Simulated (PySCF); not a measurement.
Start geometry of `C(C)#CBP` from GFN2-xTB (Å):
```
atom  x, y, z in Å
C1    -2.3857    0.7317    0.4848
C2    -1.1121    0.0841    0.2842
C3    -0.0484   -0.4691    0.1171
B4     1.2798   -1.1215   -0.0740
P5     2.7232   -0.1283   -0.7584
H6    -2.4328    1.1320    1.4981
H7    -2.5046    1.5531   -0.2219
H8    -3.2009    0.0204    0.3492
H9     1.4119   -2.2741    0.0977
H10    2.5445    1.0664   -0.0859
H11    3.7306   -0.5921    0.0682
```

Problem. What comes out of this run: PySCF, PBE0-D3(BJ)/def2-SVP geometry optimisation, gas phase?

Solution. 
```
atom  x, y, z in Å
C1    -2.429    0.797    0.434
C2    -1.143    0.160    0.241
C3    -0.059   -0.385    0.084
B4     1.286   -1.036   -0.091
P5     2.763   -0.079   -0.774
H6    -2.500    1.202    1.456
H7    -2.569    1.637   -0.265
H8    -3.259    0.086    0.297
H9     1.424   -2.226    0.069
H10    2.643    1.182   -0.134
H11    3.826   -0.623   -0.005
```

The energy falls by 8.7 kJ/mol over 5 energy and gradient evaluations, the largest force component goes from 0.0179 to 4.3e-04 Eh/bohr, and the atoms move by 0.068 Å rms after alignment. Among the bonds, B4–H9, P5–H10 and P5–H11 change most and about equally (+0.036 to +0.037 Å). Bonds longer at the end by more than 0.005 Å: 10 of 10; shorter: 0. Among the angles that change most is H10–P5–H11, from 95.3° to 99.2°. Rotational constants go from 17605, 1370, 1291 to 18014, 1329, 1256 MHz. The orientation of the end geometry is arbitrary; only internal coordinates are fixed.

The run used 104 basis functions and 34 SCF cycles in all. The run took 27 s wall on one thread, Arm Neoverse N1, no GPU, shared host.

No frequency check. The numbers are those of one conformer.
